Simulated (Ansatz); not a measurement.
Gas-phase electronic energies from Ansatz, PBE0-D4/def2-TZVP geometries. CBS: MP2 limit from def2 TZ/QZ plus the TZ coupled-cluster correction, frozen cores. DFT in def2-TZVPP. Elements past krypton have def2 core potentials. For Mo outer-core shells are correlated without core-valence functions, which leaves a few kJ/mol of doubt a bond. Each species was taken in one conformer, which may not be the lowest.

Reaction (substitution at a C–B bond): `CB([SiH3])[SiH3]` + `[OH][Mo]([F])(=[S])([Cl])[Cl]` → `C[O][Mo]([F])(=[S])([Cl])[Cl]` + `[SiH3]B[SiH3]`

```
             level  ΔE (kcal/mol)  difference from CCSD(T)/CBS
           PBE0-D4           18.3                          1.5
        r2SCAN0-D4           18.3                          1.5
           ωB97M-V           18.4                          1.6
            B2PLYP           15.8                         -1.0
            revPBE           17.7                          0.9
           r2SCANh           18.1                          1.3
           r2SCAN0           18.3                          1.5
       HF/def2-SVP           12.7                         -4.1
CCSD(T)/def2-TZVPP           16.0                         -0.8
     MP2/CBS(def2)           17.2                          0.4
       CCSD(T)/CBS           16.8                            0
```

Largest T1 diagnostic among the species: 0.024, so the coupled-cluster value is less sure than usual.

Leaving LDA and LC-ωPBE aside and taking each functional with its dispersion term where it has one, the values spread over 2.5 kcal/mol, from B2PLYP to ωB97M-V. LDA lies +0.8 kcal/mol from PBE without D4. In def2-TZVPP, CCSD(T) changes the Hartree–Fock value by +1.4 kcal/mol (the triples alone add −0.4 kcal/mol) and MP2 by +1.8 kcal/mol. At CCSD(T), def2-SVP lies −3.8 kcal/mol from the extrapolated value and def2-TZVPP −0.8 kcal/mol.
